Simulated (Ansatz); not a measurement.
Frontier orbitals of F₃GaH₃N, SMILES `[NH3+][Ga-]([F])([F])[F]`.

Cartesian coordinates in Å:
```
N 0.844 -0.493 -0.258
Ga -0.868 0.507 0.266
F -0.624 0.656 1.999
F -0.681 1.967 -0.692
F -2.079 -0.646 -0.271
H 1.383 0.058 -0.919
H 1.413 -0.666 0.564
H 0.611 -1.383 -0.688
```

Total charge 0; spin multiplicity 1. Correlated methods include outer-core shells of Ga, which these sets cover unevenly. Scalar relativity is left out up to krypton. All single points use the PBE0-D4/def2-TZVP geometry. It is one conformer, not always the lowest. Basis def2-TZVPP, Ansatz 0.2.0.

Orbital energies of one run (eV). Highest occupied ones, from the top: -8.25, -8.40, -8.40, -8.47, -8.47, -8.47, -9.72, -9.72, -10.18, -12.26, -14.30, -14.30, -19.86, -19.86. Empty: -1.64, -0.37, 0.77, 0.78, 1.66, 1.66.

Task: Which functional gave them?
A. HSE06 (plane-wave form)
B. ωB97M-V
C. PBE
D. ωB97X-V

Result: C. HOMO energies: PBE -8.25, ωB97M-V -12.91, ωB97X-V -12.93, HSE06 -9.92 eV.
